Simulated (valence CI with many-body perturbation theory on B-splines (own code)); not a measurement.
## Which ion has this spectrum?

A relativistic CI+MBPT calculation for an atom or ion with 16 electrons gives these levels (cm⁻¹):

| J | Parity | E | g |
| --- | --- | --- | --- |
| 2 | even | 0.0 | 1.49 |
| 1 | even | 4537 | 1.50 |
| 0 | even | 5912 |  |
| 2 | even | 24279 | 1.01 |
| 0 | even | 55130 |  |
| 2 | odd | 196104 | 1.50 |
| 1 | odd | 199907 | 1.50 |
| 0 | odd | 202043 |  |
| 1 | odd | 251222 | 1.00 |
| 0 | odd | 268208 |  |
| 1 | odd | 268257 | 1.50 |
| 2 | odd | 268336 | 1.50 |
| 3 | odd | 268462 | 1.50 |
| 4 | odd | 268678 | 1.50 |

The energies are calculated, with errors of about 100 cm⁻¹, more in some levels.

Which is it?
A. Ti6+
B. K3+
C. Cr8+
D. V7+

A. Ti6+, ground level 3s2.3p4 3P_2.
